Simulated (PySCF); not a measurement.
Working with the constants of CsZn

HSE06 constants of CsZn, ²Σ⁺ (doublet), unpaired electrons σ ↑ (PySCF, scalar-relativistic core potentials, basis sets Cs def2-SVP with ECP46, Zn def2-SVP; masses 132.9054 and 63.9291 u):

- ωe: 33.9 cm⁻¹
- ωexe: 0.511 cm⁻¹
- Be: 0.022152 cm⁻¹
- αe: 0.000332 cm⁻¹
- De to Cs + Zn: 0.084 eV

(1) What force constant and bond length do these constants imply?

(2) Estimate the centrifugal constant D from the Kratzer relation and find the Dunham coefficient a1.

The bond is weak. Basis-set superposition, not corrected here, can be much of De in a small basis, most of all at correlated wavefunction levels. Functionals without a dispersion term scatter widely for such bonds, and LDA overbinds them. Spin–orbit coupling is left out. The state was picked by a PBE0 search and need not be the measured ground state.

Results:

(1) Reduced mass μred = 43.166 u; k = 5.8918×10⁻⁷·μred·ωe² (u, cm⁻¹, mdyn/Å) = 0.0292 mdyn/Å; Re = √(16.8576/(μred·Be)) (u, cm⁻¹, Å) = 4.199 Å.

(2) D = 4Be³/ωe² = 3.78e-08 cm⁻¹; a1 = −1 − αeωe/(6Be²) = -4.82.
